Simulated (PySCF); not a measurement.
A structure optimised at PBE-D3(BJ)/def2-SVP, used in a PySCF frequency run:

```
Si
O 1 1.6888
H 2 0.9730 1 114.61
H 1 1.4997 2 105.45 3 -174.61
H 1 1.5112 4 108.73 2 120.74
Ge 1 2.3976 4 110.69 5 119.30
H 6 1.5522 1 111.28 4 55.20
H 6 1.5533 7 108.32 1 123.58
H 6 1.5556 7 107.32 8 115.91
```
Charge 0, spin multiplicity 1.

Question: Write its SMILES and formula.

Answer: O[SiH2][GeH3], GeH6OSi

Question: What are its rotational constants (standard atomic weights)?

Answer: 14.361, 2.1954, 2.0046 GHz
